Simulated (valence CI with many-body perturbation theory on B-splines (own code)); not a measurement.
**Energy levels of Nd⁴⁷⁺**

Method: configuration interaction combined with many-body perturbation theory (CI+MBPT): three valence electrons over a frozen Dirac-Fock core [Ne], a basis of 11 s, 11 p, 9 d, 7 f, 5 g, 2 h, 1 i functions for each j, with the one-electron correlation potential Σ1 (screened to all orders), the two-electron term Σ2, the three-electron term Σ3, Breit, model QED; selected single and double excitations, second order for the rest (own B-spline code, finite nucleus).

No measured spectrum was set against this ion. As an estimate, large intervals hold to a few tenths of a per cent, small ones and those within an open d or f shell to about a per cent.

Levels 1 to 45 of 68, with energies above the lowest level, (3s^2 3p1/2) J=1/2. "Leading %" is the weight of the configuration and term that name the level; weights of strongly mixed levels are sums over their largest components and can fall short. In the jj column 3d3/2^4 stands for four electrons in 3d with j = 3/2. Lifetimes count E1, E2, E3, M1 and M2 decay at the calculated energies, and are blank where another channel may lead or the interval is too uncertain; long ones can be off by a factor of two.

```tsv
No.	Configuration	Term	J	E (eV)	Leading %	Lifetime	Leading jj	Second component
1	3s2 3p	2P°	1/2	0.00	99		3s^2 3p1/2 (99 %)	
2	3s 3p2	4P	1/2	119.82	60	54.9 ps	3s 3p1/2^2 (97 %)	27 % 3s 3p2 2S
3	3s2 3p	2P°	3/2	135.17	99	83.2 ns	3s^2 3p3/2 (99 %)	
4	3s 3p2	4P	3/2	233.64	91	389 ps	3s 3p1/2 3p3/2 (99 %)	6 % 3s 3p2 2D
5	3s 3p2	2D	5/2	246.86	55	140 ps	3s 3p1/2 3p3/2 (96 %)	42 % 3s 3p2 4P
6	3s 3p2	2D	3/2	264.21	58	5.40 ps	3s 3p1/2 3p3/2 (83 %)	25 % 3s 3p2 2P
7	3s 3p2	2P	1/2	272.38	71	1.63 ps	3s 3p1/2 3p3/2 (96 %)	26 % 3s 3p2 4P
8	3s2 3d	2D	3/2	313.12	83	1.26 ps	3s^2 3d3/2 (83 %)	8 % 3s 3p2 2D
9	3s2 3d	2D	5/2	335.78	88	11.8 ps	3s^2 3d5/2 (88 %)	10 % 3s 3p2 4P
10	3s 3p2	4P	5/2	382.27	48	4.50 ps	3s 3p3/2^2 (89 %)	44 % 3s 3p2 2D
11	3p3	2P°	3/2	384.47	35	6.19 ps	3p1/2^2 3p3/2 (76 %)	23 % 3p3 2D°
12	3s 3p 3d	4F°	3/2	398.44	75	16.7 ps	3s 3p1/2 3d3/2 (88 %)	13 % 3s 3p 3d 2D°
13	3s 3p 3d	4F°	5/2	408.02	50	70.8 ps	3s 3p1/2 3d3/2 (94 %)	22 % 3s 3p 3d 2F°
14	3s 3p2	2S	1/2	408.04	69	2.32 ps	3s 3p3/2^2 (98 %)	16 % 3s 3p2 2P
15	3s 3p2	2P	3/2	413.36	64	1.16 ps	3s 3p3/2^2 (96 %)	27 % 3s 3p2 2D
16	3s 3p 3d	4D°	1/2	427.93	64	1.73 ps	3s 3p1/2 3d3/2 (97 %)	28 % 3s 3p 3d 2P°
17	3s 3p 3d	4D°	3/2	430.43	42	1.55 ps	3s 3p1/2 3d3/2 (82 %)	23 % 3s 3p 3d 4P°
18	3s 3p 3d	4P°	5/2	439.83	38	8.16 ps	3s 3p1/2 3d5/2 (98 %)	29 % 3s 3p 3d 4D°
19	3s 3p 3d	4F°	7/2	448.35	52	12.7 ps	3s 3p1/2 3d5/2 (95 %)	25 % 3s 3p 3d 2F°
20	3s 3p 3d	2F°	5/2	456.99	47	9.09 ps	3s 3p1/2 3d5/2 (93 %)	17 % 3s 3p 3d 2D°
21	3s 3p 3d	2D°	3/2	460.74	39	3.33 ps	3s 3p1/2 3d5/2 (73 %)	29 % 3s 3p 3d 2P°
22	3p3	2D°	5/2	516.21	71	2.99 ps	3p1/2 3p3/2^2 (71 %)	16 % 3s 3p 3d 2F°
23	3p3	2D°	3/2	520.48	45	1.35 ps	3p1/2 3p3/2^2 (86 %)	42 % 3p3 4S°
24	3p3	2P°	1/2	530.40	84	1.98 ps	3p1/2 3p3/2^2 (84 %)	14 % 3s 3p 3d 2P°
25	3s 3p 3d	4D°	3/2	545.04	42	2.06 ps	3s 3p3/2 3d3/2 (98 %)	39 % 3s 3p 3d 4P°
26	3s 3p 3d	4D°	5/2	546.10	50	1.63 ps	3s 3p3/2 3d3/2 (83 %)	19 % 3s 3p 3d 4F°
27	3s 3p 3d	4P°	1/2	546.10	86	2.42 ps	3s 3p3/2 3d3/2 (97 %)	13 % 3s 3p 3d 4D°
28	3p2 3d	4F	3/2	546.18	38	9.80 ps	3p1/2^2 3d3/2 (98 %)	28 % 3p2 3d 2D
29	3s 3p 3d	4F°	7/2	549.00	38	2.58 ps	3s 3p3/2 3d3/2 (81 %)	38 % 3s 3p 3d 4D°
30	3s 3p 3d	4F°	9/2	559.86	100	98.8 ns	3s 3p3/2 3d5/2 (100 %)	
31	3s 3p 3d	2D°	3/2	567.58	63	1.41 ps	3s 3p3/2 3d3/2 (64 %)	25 % 3s 3p 3d 4P°
32	3s 3p 3d	2D°	5/2	577.91	42	3.96 ps	3s 3p3/2 3d5/2 (92 %)	38 % 3s 3p 3d 4P°
33	3s 3p 3d	2F°	5/2	582.90	69	960 fs	3s 3p3/2 3d3/2 (87 %)	15 % 3s 3p 3d 2D°
34	3s 3p 3d	2P°	1/2	585.44	71	902 fs	3s 3p3/2 3d3/2 (83 %)	20 % 3s 3p 3d 4D°
35	3p2 3d	2D	5/2	586.17	28	6.44 ps	3p1/2^2 3d5/2 (96 %)	23 % 3p2 3d 4D
36	3s 3p 3d	2F°	7/2	587.23	77	4.10 ps	3s 3p3/2 3d5/2 (84 %)	20 % 3s 3p 3d 4D°
37	3s 3p 3d	2P°	3/2	587.59	42	2.21 ps	3s 3p3/2 3d5/2 (59 %)	41 % 3s 3p 3d 2D°
38	3s 3p 3d	2F°	7/2	600.52	74	1.97 ps	3s 3p3/2 3d5/2 (96 %)	19 % 3s 3p 3d 4D°
39	3s 3p 3d	2P°	1/2	609.10	84	2.59 ps	3s 3p3/2 3d5/2 (84 %)	9 % 3p3 2P°
40	3s 3p 3d	2P°	3/2	616.20	80	1.41 ps	3s 3p3/2 3d5/2 (96 %)	7 % 3s 3p 3d 2D°
41	3s 3p 3d	2D°	5/2	618.29	63	1.30 ps	3s 3p3/2 3d5/2 (90 %)	20 % 3s 3p 3d 2F°
42	3p2 3d	2F	5/2	661.83	53	4.35 ps	3p1/2 3p3/2 3d3/2 (91 %)	35 % 3p2 3d 4F
43	3p2 3d	4F	3/2	667.90	39	2.38 ps	3p1/2 3p3/2 3d3/2 (97 %)	28 % 3p2 3d 2P
44	3p2 3d	4D	1/2	670.05	81	2.23 ps	3p1/2 3p3/2 3d3/2 (99 %)	16 % 3p2 3d 2P
45	3p2 3d	2G	7/2	671.94	43	3.41 ps	3p1/2 3p3/2 3d3/2 (90 %)	29 % 3p2 3d 2F
```

The ionisation energy to 3s2 1S_0 of the next ion comes out as 3998.4 eV (NIST: 3997 ± 4 eV (theoretical)). All 68 levels together are meant to be complete up to 776.46 eV.
